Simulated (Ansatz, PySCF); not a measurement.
Species: CH₃BI, charge 0, multiplicity 2. SMILES: C[B]I
Coordinates optimised at B3LYP-D3(BJ)/def2-TZVP (Ansatz, a program for electronic structure):
```
C
H 1 1.0915
H 1 1.0940 2 109.51
H 1 1.0988 2 106.96 3 -115.52
B 1 1.5427 2 112.94 4 -117.21
I 5 2.1165 1 127.21 2 -159.61
```
Charge 0, spin multiplicity 2.

Unscaled harmonic wavenumbers (cm⁻¹) in rising order, each level at the stationary point that it reaches from this structure (no distance between atoms moves by over 0.3 Å); the order of modes can differ between levels, and a negative number is imaginary. B3LYP-D3(BJ)/def2-TZVP (PySCF, at the structure above): 74, 243, 501, 686, 905, 1047, 1318, 1423, 1451, 2996, 3054, 3091.

HF/3-21G (Ansatz): 53, 246, 475, 830, 1039, 1084, 1511, 1602, 1623, 3149, 3211, 3247. Zero-point energy 25.8 against 24.0 kcal/mol; where all levels lie over 400 cm⁻¹, the wavenumbers are on average 1.089 times those of B3LYP-D3(BJ)/def2-TZVP.

HF/6-31G* with LANL2DZ past Ar (Ansatz): 53, 252, 506, 761, 996, 1075, 1482, 1582, 1603, 3178, 3242, 3274. Zero-point energy 25.7 against 24.0 kcal/mol; where all levels lie over 400 cm⁻¹, the wavenumbers are on average 1.077 times those of B3LYP-D3(BJ)/def2-TZVP.

B3LYP/6-31G* with LANL2DZ past Ar (Ansatz): 69, 245, 481, 695, 917, 1040, 1352, 1460, 1485, 3015, 3079, 3112. Zero-point energy 24.2 against 24.0 kcal/mol; where all levels lie over 400 cm⁻¹, the wavenumbers are on average 1.008 times those of B3LYP-D3(BJ)/def2-TZVP.
